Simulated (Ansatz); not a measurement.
Z-matrix (Å, degrees):
```
Si
Si 1 2.339
Cl 1 2.049 2 109.0
F 1 1.597 2 109.8 3 118.0
H 1 1.481 2 115.4 3 -120.7
H 2 1.486 1 108.3 3 61.6
H 2 1.485 1 109.2 3 -58.0
H 2 1.487 1 110.0 3 -178.7
```

Charge 0, multiplicity 1.

Problem. List the r2SCAN/def2-TZVPP orbital energies in eV (the Gaussian-basis code of Ansatz). (Best estimate.)

Solution. Computed: Occupied: -2753.62, -1792.97, -1791.25, -666.47, -255.02, -193.55, -193.42, -193.41, -143.22, -141.77, -98.14, -98.10, -98.03, -96.63, -96.62, -96.62, -31.59, -21.79, -14.88, -13.63, -11.78, -11.56, -11.26, -9.76, -9.35, -9.22, -8.96, -8.62, -7.47. Lowest empty: -1.17, -0.94, -0.01, 0.92, 0.97, 1.29, 1.64, 3.53.
